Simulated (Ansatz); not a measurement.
Si nanocrystals, cubic, H-capped: PBE0-D4/def2-SVP single points in Ansatz on relaxed structures, gas phase. Binding counts from free atoms in the multiplicity of their measured ground term, without zero-point energy. A dash marks a value that wasn't run or was left out as unsound. The structures are stationary points that may keep the symmetry of their start. Remarks come from the PBE and PBE0 runs and from stability tests at other levels; not every state was tested. HOMO above LUMO (over both spins in singlets and doublets, within one spin in higher multiplets; at PBE or PBE0), or a gap under 0.15 eV within one spin, warns that the state may not be the lowest or that an electron is smeared out.

| species | atoms | state | geometry | HOMO (eV) | LUMO (eV) | gap (eV) | vertical IE (eV) | vertical triplet (eV) | binding per atom (eV) | point group (within 0.1 Å) | remarks |
| --- | --- | --- | --- | --- | --- | --- | --- | --- | --- | --- | --- |
| Si13H20 | 33 | singlet | PBE-D4/def2-SVP | -7.44 | -1.19 | 6.24 | – | – | 3.20 | Cs | gap within one spin near zero at PBE or PBE0 (triplet) |
| Si17H24 | 41 | singlet | PBE-D4/def2-SVP | -7.17 | -1.36 | 5.81 | – | – | 3.26 | – | gap within one spin near zero at PBE or PBE0 (triplet) |
| Si20H28 | 48 | singlet | PBE-D4/def2-SVP | -7.14 | -1.47 | 5.68 | 8.23 | 4.62 | 3.27 | C2 | gap within one spin near zero at PBE or PBE0 (+1 doublet), gap within one spin near zero at PBE or PBE0 (triplet) |
| Si22H28 | 50 | singlet | PBE-D4/def2-SVP | -7.12 | -1.45 | 5.67 | 8.18 | 4.66 | 3.33 | C3v | gap within one spin near zero at PBE or PBE0 (+1 doublet), HOMO above LUMO (+1 doublet), gap within one spin near zero at PBE or PBE0 (triplet) |
| Si31H36 | 67 | singlet | PBE-D4/def2-SVP | -7.08 | -1.73 | 5.35 | 8.04 | 4.42 | 3.40 | – | gap within one spin near zero at PBE or PBE0 (+1 doublet), gap within one spin near zero at PBE or PBE0 (triplet) |
| Si32H36 | 68 | singlet | PBE-D4/def2-SVP | -7.07 | -1.79 | 5.28 | – | – | 3.42 | – | gap within one spin near zero at PBE or PBE0 (+1 doublet), gap within one spin near zero at PBE or PBE0 (triplet) |
| Si35H36 | 71 | singlet | r2SCAN-D4/def2-SVP | -7.03 | -1.79 | 5.24 | – | – | 3.48 | Td | gap within one spin near zero at PBE or PBE0 (+1 doublet), gap within one spin near zero at PBE or PBE0 (triplet) |
| Si43H56, disc | 99 | singlet | PBE-D4/def2-SVP | -6.93 | -1.85 | 5.09 | 7.80 | 4.17 | 3.32 | – | gap within one spin near zero at PBE or PBE0 (+1 doublet), gap within one spin near zero at PBE or PBE0 (triplet) |
| Si47H50 | 97 | singlet | r2SCAN-D4/def2-SVP | -6.71 | -1.96 | 4.74 | 7.56 | 3.90 | 3.46 | – | gap within one spin near zero at PBE or PBE0 (+1 doublet), gap within one spin near zero at PBE or PBE0 (triplet) |
| Si51H52 | 103 | singlet | r2SCAN-D4/def2-SVP | -6.69 | -2.03 | 4.67 | 7.52 | 3.82 | 3.49 | – | gap within one spin near zero at PBE or PBE0 (+1 doublet), HOMO above LUMO (+1 doublet), gap within one spin near zero at PBE or PBE0 (triplet) |

Task: Estimate the rows for Si14H20 (singlet, PBE-D4/def2-SVP geometry); Si19H28 (singlet, PBE-D4/def2-SVP geometry); Si20H30 (singlet, PBE-D4/def2-SVP geometry); Si50H52 (singlet, PBE-D4/def2-SVP geometry).

Result: 
```tsv
species	atoms	state	geometry	HOMO (eV)	LUMO (eV)	gap (eV)	vertical IE (eV)	vertical triplet (eV)	binding per atom (eV)	point group (within 0.1 Å)	remarks
Si14H20	34	singlet	PBE-D4/def2-SVP	-7.33	-1.25	6.09	–	–	3.25	D3d	gap within one spin near zero at PBE or PBE0 (triplet)
Si19H28	47	singlet	PBE-D4/def2-SVP	-7.20	-1.39	5.80	–	–	3.23	C3v	gap within one spin near zero at PBE or PBE0 (+1 doublet), HOMO above LUMO (+1 doublet), gap within one spin near zero at PBE or PBE0 (triplet)
Si20H30	50	singlet	PBE-D4/def2-SVP	-7.29	-1.53	5.76	8.37	4.70	3.22	D3d	gap within one spin near zero at PBE or PBE0 (+1 doublet), HOMO above LUMO (+1 doublet), gap within one spin near zero at PBE or PBE0 (triplet)
Si50H52	102	singlet	PBE-D4/def2-SVP	-6.72	-2.04	4.69	7.56	3.83	3.48	–	gap within one spin near zero at PBE or PBE0 (+1 doublet), HOMO above LUMO (+1 doublet), gap within one spin near zero at PBE or PBE0 (triplet)
```

The gap (eV) runs from 4.67 (Si51H52) to 6.24 (Si13H20). The vertical IE (eV) runs from 7.52 (Si51H52) to 8.37 (Si20H30). The vertical triplet (eV) runs from 3.82 (Si51H52) to 4.70 (Si20H30). The binding per atom (eV) runs from 3.20 (Si13H20) to 3.49 (Si51H52).
